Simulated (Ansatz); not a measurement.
Computed with Ansatz on PBE0-D4/def2-TZVP structures; ΔE is electronic, products minus reactants. CCSD(T)/CBS adds triple-zeta CCSD(T) − MP2 to the extrapolated MP2 energy (def2 sets, frozen cores). DFT in def2-TZVPP. B3LYP here is the variant with VWN-RPA as its local correlation; programs differ in this. Each species was taken in one conformer, which may not be the lowest.

Consider the ligand exchange at a B–C bond: `BC[SiH2]BO` + `[SiH3]S` → `BS[SiH3]` + `C[SiH2]BO`.

`BC[SiH2]BO`:

Z-matrix (Å, degrees):
```
Si
C 1 1.915
B 1 2.533 2 37.0
B 1 2.025 2 112.6 3 128.0
H 1 1.489 2 110.0 3 -105.6
H 1 1.501 2 108.7 3 9.4
H 2 1.090 1 106.3 3 120.0
H 2 1.091 1 106.8 3 -120.3
H 3 1.199 1 109.3 2 114.2
H 3 1.199 1 106.5 2 -116.4
O 4 1.350 1 117.9 2 -8.8
H 4 1.205 1 122.5 2 172.0
H 11 0.962 4 114.0 1 -178.7
```

`[SiH3]S`:

Cartesian coordinates in Å:
```
Si 0.491 -0.160 0.108
S -1.031 1.084 -0.730
H 0.413 -0.198 1.590
H 1.767 0.465 -0.315
H 0.410 -1.548 -0.411
H -2.050 0.357 -0.241
```

`BS[SiH3]`:

Cartesian coordinates in Å:
```
B -0.676 1.355 0.787
S 0.949 0.972 0.184
Si 0.581 -1.001 -0.603
H -1.578 0.580 0.679
H -0.822 2.420 1.303
H -0.446 -0.936 -1.669
H 0.128 -1.901 0.484
H 1.865 -1.489 -1.164
```

`C[SiH2]BO`:

Cartesian coordinates in Å:
```
C 1.583 -0.540 0.280
Si 0.013 -0.534 -0.748
B -1.442 0.669 -0.012
O -1.205 1.351 1.133
H 2.006 0.465 0.339
H 1.373 -0.874 1.298
H 2.337 -1.204 -0.149
H 0.321 -0.105 -2.147
H -0.531 -1.922 -0.856
H -2.512 0.799 -0.555
H -1.944 1.897 1.417
```

**Question.** Is it downhill or uphill in electronic energy at CCSD(T)/CBS, and by how much? (An estimate is asked.)

**Answer.** Ansatz gave: Downhill: ΔE = -71.3 kJ/mol.

**Question.** What do these levels give: PBE-D4, B3LYP-D4, ωB97M-V, PBE, r2SCAN, B3LYP, HF/def2-TZVPP, MP2/def2-TZVPP, SCS-MP2/def2-TZVPP, HF/def2-QZVPP, MP2/def2-QZVPP, SCS-MP2/def2-QZVPP? (Estimate.)

**Answer.** Computed: PBE-D4 -69.3, B3LYP-D4 -72.9, ωB97M-V -67.8, PBE -69.8, r2SCAN -70.4, B3LYP -73.6, HF/def2-TZVPP -77.5, MP2/def2-TZVPP -73.6, SCS-MP2/def2-TZVPP -74.3, HF/def2-QZVPP -76.7, MP2/def2-QZVPP -72.9, SCS-MP2/def2-QZVPP -73.8 kJ/mol.

Largest T1 diagnostic among the species: 0.014.

In def2-TZVPP, CCSD(T) changes the Hartree–Fock value by +5.5 kJ/mol (the triples alone add −0.4 kJ/mol) and MP2 by +3.9 kJ/mol.
